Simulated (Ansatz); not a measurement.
Basis sets compared for AuCl₂ (the lowest doublet isomer of a short search). Total charge 0; doublet. Geometry PBE0-D4/def2-TZVP. Ansatz on 4 threads of Arm Neoverse V1 on a shared host; times are rough, and most runs start from earlier orbitals.

```tsv
atom	x (Å)	y (Å)	z (Å)
Au1	0.000	0.000	0.000
Cl2	-1.968	0.150	0.975
Cl3	1.968	-0.150	-0.975
```

In the def2 sets Au takes a core potential; there is no spin–orbit coupling. The structure comes from a short search, and lower isomers may exist.

Binding counts from free atoms (Au doublet, Cl doublet) in the same basis, without a counterpoise term.

| level | functions | energy (Eh) | HOMO (eV) | LUMO (eV) | binding per atom (eV) | wall time |
| --- | --- | --- | --- | --- | --- | --- |
| r2SCAN-D4/def2-TZVP | 114 | -1056.2022 | -7.33 | -7.13 | 1.90 | 16 s |
| PBE0-D4/def2-SVP | 68 | -1055.5581 | -8.37 | -6.39 | 1.67 | 5 s |
| PBE0-D4/def2-TZVP | 114 | -1055.8892 | -8.48 | -6.47 | 1.74 | 21 s |

(1) Estimate the rows for r2SCAN-D4/def2-TZVPD, PBE0-D4/def2-TZVPD.

Results:

(1) 
```csv
level,functions,energy (Eh),HOMO (eV),LUMO (eV),binding per atom (eV),wall time
r2SCAN-D4/def2-TZVPD,135,-1056.2043,-7.34,-7.13,1.91,22 s
PBE0-D4/def2-TZVPD,135,-1055.8913,-8.50,-6.48,1.75,12 s
```
